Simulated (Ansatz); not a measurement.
```yaml
crystal:
  periodic: [false, false, false]
  atoms:
    - {symbol: Pb, position_ang: [-0.835053, 0.433196, 0.019308]}
    - {symbol: Pb, position_ang: [1.078610, 0.159948, -0.070143]}
    - {symbol: O, position_ang: [-0.089469, -0.692001, 0.062526]}
basis:
  gaussian: {orbitals: def2-SVPD}
total_charge: 1
magnetization: {spin_polarized: true, initial_magnetization: 1}
hamiltonian: {xc: {name: rPW86-PBE}, dispersion: rvv10, pseudopotentials: {relativity: none}}
scf: {omitted_lower_state_checks: [starts]}
```

```sh
$ ansatz run in.yaml --threads 4 --pin off --events-out ev --progress --plain --max-ram 3916MiB
```

It prints (some lines left out):

```
Functional definition: rPW86-PBE+rVV10
871 factors; their error is unknown
mean field evaluation 1: about -12468.2680 eV, gradient 9.6e1 eV
mean field evaluation 2: about -12255.1048 eV, gradient 2.0e2 eV
mean field evaluation 4: about -12499.9608 eV, gradient 1.0e1 eV
mean field evaluation 8: about -12500.6357 eV, gradient 1.7e0 eV
mean field evaluation 16: about -12500.6318 eV, gradient 4.8e-5 eV
mean field -12500.63175536 eV, -459.3897437770 hartree, gradient 6.1e-6 eV, S^2 0.751222; 0 other end points of the search recorded, 0 dependent functions left out
reference -12500.63184649 eV, -459.3897471259 hartree; 26, 25 occupied and 61, 62 virtual orbitals, 871 factors
Total energy: -12500.63184649 eV, -459.3897471259 hartree
Checks for a lower state left out: starts
```

In this input the geometry is squeezed to about two thirds of its size. The run converged. The result belongs to that input, not to the species as meant.

In the def2 sets Pb takes a core potential; there is no spin–orbit coupling.
